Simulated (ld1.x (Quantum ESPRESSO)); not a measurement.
# Transferability test, TM semilocal potential for Pd

- Element: Pd
- Generator: ld1.x (Quantum ESPRESSO) 7.5
- Type: norm-conserving Troullier–Martins (semilocal form)
- Functional: PBE
- Relativity: scalar-relativistic
- Frozen core: [Ar] 3d10
- Valence charge: 18
- Reference configuration: 4s2 4p6 4d10 5s0 5p0
- Partial waves: 4s (bound): rc 1.60 bohr; 4d (bound): rc 1.80 bohr; 4p (bound): rc 1.10 bohr
- Local potential: the p channel
- Core correction: Bessel-smoothed model core inside 0.50 bohr

Energies are relative to the spin-unpolarised reference configuration 4s2 4p6 4d10 5s0 5p0; without spin polarisation the order of configurations can differ from experiment. The frozen-core shift is the all-electron ΔE with the core orbitals held at their reference shape minus the fully relaxed ΔE.

```json
{"valence configuration": "4s2 4p6 4d9 5s0 5p0", "charge": "+1", "ΔE all-electron (eV)": "9.115", "error AE − PS (meV)": "-2.4", "frozen-core shift (meV)": "-1.3"}
{"valence configuration": "4s2 4p6 4d8 5s0 5p0", "charge": "+2", "ΔE all-electron (eV)": "29.934", "error AE − PS (meV)": "-12", "frozen-core shift (meV)": "-3.0"}
{"valence configuration": "4s2 4p6 4d7 5s0 5p0", "charge": "+3", "ΔE all-electron (eV)": "64.293", "error AE − PS (meV)": "-25", "frozen-core shift (meV)": "-3.8"}
{"valence configuration": "4s2 4p6 4d9 5s1 5p0", "charge": "0", "ΔE all-electron (eV)": "1.501", "error AE − PS (meV)": "+1857", "frozen-core shift (meV)": "-3.3"}
{"valence configuration": "4s2 4p5 4d10 5s0 5p0", "charge": "+1", "ΔE all-electron (eV)": "57.165", "error AE − PS (meV)": "-58", "frozen-core shift (meV)": "+27"}
{"valence configuration": "4s2 4p6 4d6 5s0 5p0", "charge": "+4", "ΔE all-electron (eV)": "113.639", "error AE − PS (meV)": "-18", "frozen-core shift (meV)": "-0.8"}
```

Question: What are ΔE and the potential's error for 4s2 4p6 4d9.5 5s0 5p0?

Answer: ΔE = 3.234 eV all-electron; the error (AE − PS) is -0.3 meV.

Levels in the configuration 4s2 4p6 4d9.5 5s0 5p0:

```
level  all-electron (eV)  pseudo (eV)
   4s            -90.636      -90.634
   4p            -56.473      -56.477
   4d             -9.008       -9.010
```

These tests converged, but a pseudo level misses the all-electron one widely, so the file describes the atom poorly there or has found another state: 4s2 4p6 4d9 5s0 5p0: empty 5s by 2.4 eV; 4s2 4p6 4d8 5s0 5p0: empty 5s by 3.4 eV; 4s2 4p6 4d7 5s0 5p0: empty 5s by 4.7 eV; 4s2 4p6 4d9 5s1 5p0: 5s by 1.3 eV; 4s2 4p5 4d10 5s0 5p0: empty 5s by 2.6 eV; 4s2 4p6 4d6 5s0 5p0: empty 5s by 6.2 eV (a node warning on the way). A variational frozen-core shift is positive and of second order in the change. This column holds negative values, so the frozen-core run of ld1.x carries numerical noise or an error of first order here, and the column gives no more than the rough size of the effect.
